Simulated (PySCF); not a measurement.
C₂H₅O₂, SMILES OCC[O], multiplicity 2. Atoms are numbered in the order given.

```xyz
9

O      1.4031     0.0385     0.7391
C      0.8151    -0.3405    -0.4213
C     -0.7195    -0.4518    -0.1945
O     -1.3335     0.7644     0.1088
H      0.9837     0.3781    -1.2552
H      1.1437    -1.3535    -0.7410
H     -0.8969    -1.1282     0.6549
H     -1.1360    -0.9267    -1.1052
H     -1.2248     1.3607    -0.6410
```
Charge 0, spin multiplicity 2.

Geometry optimised at ωB97X-D3(BJ)/def2-SVP. The isomer is the one that the SMILES or the coordinates give; other isomers of the formula were not compared. Other conformers were not sampled.

All values below come from M06-2X/def2-TZVPD (PySCF).

The molecule is in vacuum.

Computed frontier levels, dipole moment and polarisability:
The α spin, highest occupied and lowest empty level comes out as -9.71 and 0.17 eV, the β spin, highest occupied and lowest empty level comes out as -9.38 and -2.41 eV and the dipole moment is 3.11 D. The quadrupole, principal values (traceless, Buckingham form, about the centre of nuclear charge) is -4.62, -0.96, 5.58 D·Å. The mean static polarisability comes out as 38.0 bohr³ (5.63 Å³). The polarisability, principal values is 34.1, 37.1, 42.7 bohr³. The ⟨S²⟩ is 0.755 (pure state 0.75).
